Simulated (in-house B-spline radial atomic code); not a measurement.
Response of the tin ion Sn²⁺ as one setting changes: the share of exact exchange in a PBE hybrid. A dash marks a strongly mixed or unbound state. Computed with an all-electron radial atomic-structure program (B-spline basis): linear response of the closed shell [Kr] 4d10 5s2 with the functional's adiabatic kernel; scalar-relativistic (spin-free one-electron X2C), finite nucleus, no spin-orbit coupling, no double excitations, S, P, D and F terms only; shells from n = 3 respond. Only terms of natural parity with L up to 3 were computed.

| share of exact exchange in a PBE hybrid | lowest 1P (eV) | lowest 3P, Tamm-Dancoff (eV) | minus highest occupied level (eV) | α (bohr³) |
| --- | --- | --- | --- | --- |
| 0 | 5s → 5p 9.976 | 5s → 5p 7.299 | 26.075 | 14.87 |
| 0.1 | 5s → 5p 9.875 | 5s → 5p 7.169 | 26.439 | 15.14 |
| 0.2 | 5s → 5p 9.774 | 5s → 5p 7.038 | 26.803 | 15.43 |
| 0.3 | 5s → 5p 9.671 | 5s → 5p 6.908 | 27.165 | 15.72 |
| 0.4 | 5s → 5p 9.567 | 5s → 5p 6.778 | 27.526 | 16.03 |
| 0.5 | 5s → 5p 9.461 | 5s → 5p 6.649 | 27.885 | 16.36 |
| 0.6 | ? | ? | ? | ? |
| 0.7 | ? | ? | ? | ? |
| 0.8 | 5s → 5p 9.137 | 5s → 5p 6.262 | 28.955 | 17.43 |
| 0.9 | 5s → 5p 9.027 | 5s → 5p 6.134 | 29.309 | 17.82 |
| 1 | 5s → 5p 8.915 | 5s → 5p 6.007 | 29.661 | 18.23 |

**Question.** What belongs in the row for 0.6?

**Answer.** lowest 1P (eV): 5s → 5p 9.354; lowest 3P, Tamm-Dancoff (eV): 5s → 5p 6.519; minus highest occupied level (eV): 28.243; α (bohr³): 16.7.

**Question.** What belongs in the row for 0.7?

**Answer.** lowest 1P (eV): 5s → 5p 9.247; lowest 3P, Tamm-Dancoff (eV): 5s → 5p 6.391; minus highest occupied level (eV): 28.600; α (bohr³): 17.05.
